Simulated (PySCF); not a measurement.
# Which determinant of GeCl lies lowest?

Unrestricted PBE0; PySCF, no relativity, basis sets Ge pcseg-1, Cl pcseg-1. Outer shells of the fragments: Ge 3d10 4s2 4p2; Cl 3s2 3p5.

Followed along the bond (rough minima from three points):

```
2Ms+1   unpaired  ⟨S²⟩ at the start  R at minimum (Å)  Te (eV)
    2        π ↑               0.75              2.20     0.00
    4  σ ↑, π ↑↑               3.75  none in the scan   ≤ 3.46
```

Solutions found at the starting distance of 2.130 Å, counted from the lowest of them; the search is not exhaustive and high or unbound solutions are not listed, so other states can lie among these:

```csv
2Ms+1,unpaired,term,E (eV),⟨S²⟩,⟨Lz²⟩,μ (D)
2,π ↑,²Π,0.00,0.75,1.01,-1.53
2,σ ↑,²Σ⁺,3.27,0.75,0.00,-1.26
4,"σ ↑, π ↑↑",⁴Σ⁻,3.42,3.75,0.00,-0.84
2,"σ ↑, π ↑↓",mixed,4.31,1.76,2.01,-0.35
2,"σ ↓, π ↑↑",mixed,4.45,1.77,0.00,0.02
4,π ↑↑↑,⁴Π,5.19,3.76,1.01,3.43
4,"σ ↑↑, π ↑",⁴Π,6.48,3.75,1.00,-0.37
4,"σ ↑, π ↑↑",mixed,7.80,3.76,2.01,3.31
4,"σ ↑, π ↑↑",mixed,8.01,3.76,2.01,3.28
```

A term symbol is given only where ⟨S²⟩ and ⟨Lz²⟩ are close to those of a pure state; real π, δ and φ orbitals otherwise mix terms. A positive dipole means Ge(−)Cl(+).

Spin–orbit coupling is left out. Counting both spins, an empty level lies below a filled one in some of these solutions, because spin and occupation are held.
